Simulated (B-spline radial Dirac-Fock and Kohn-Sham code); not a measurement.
Ba 4s: cross section and angular parameters

System: the Ba atom, [Xe] 6s2; threshold 253.5 eV (tabulated edge). The computed values come from an atomic code on a B-spline grid: Dirac-Hartree-Slater photoionisation with a Latter tail; cross sections with all multipoles, angular parameters from the dipole term and its interference with E2.

For linearly polarised light dσ/dΩ = σ/(4π) [1 + β P₂(cos θ) + (δ + γ cos²θ) sin θ cos φ], with θ from the polarisation vector and φ the angle between the beam and the projection of the electron momentum on the plane normal to the polarisation.

```
hν (eV)  σ (kb)      β       γ
    310     125  1.943   0.369
    408    97.9  1.959   0.422
    473    83.0  1.964   0.426
    548    69.3  1.968   0.418
    600    61.6  1.970   0.407
    716    48.4  1.974   0.377
    728    47.2  1.974   0.374
   1040    27.6  1.979   0.280
 1253.6       ?      ?       ?
   1460    15.8  1.982   0.161
 1486.9    15.4  1.982   0.154
   2160    8.10  1.984   0.019
   2750    5.23  1.985  -0.054
   4000    2.61  1.986  -0.115
   5140    1.62  1.987  -0.097
   7780   0.708  1.987   0.073
 8047.8   0.660  1.987   0.095
 9251.7   0.496  1.987   0.202
   9730   0.446  1.987   0.247
  12100   0.281  1.987   0.482
```

Problem. Give the values at Mg Kα (1253.6 eV).

Solution. σ = 20.4 kb, β = 1.980, γ = 0.216. For an s subshell δ is negligible.
